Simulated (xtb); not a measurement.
xtb input:

```bash
xtb mol.xyz --gfnff --opt tight --chrg 0 --uhf 0
```
mol.xyz:
```
11

Si    -0.06608596     0.07894982     0.32590040
N     -0.73434839     1.39584099    -0.55543239
N     -0.79065383    -1.30515989    -0.37992736
N      1.61482957    -0.28442765     0.32798041
H     -0.35154515     0.42408251     1.74144485
H     -0.74266891     2.32269167    -0.16107071
H     -0.70943396     1.42184061    -1.56291487
H     -0.46479947    -2.22830106    -0.14489944
H     -1.76487847    -1.29840898    -0.63379660
H      2.23924303     0.18985488     0.96028289
H      2.09049489    -0.58083128    -0.50999635
```

Task: Which total energy does the run end on?

Result: -1.46060 Eh (GFN-FF).
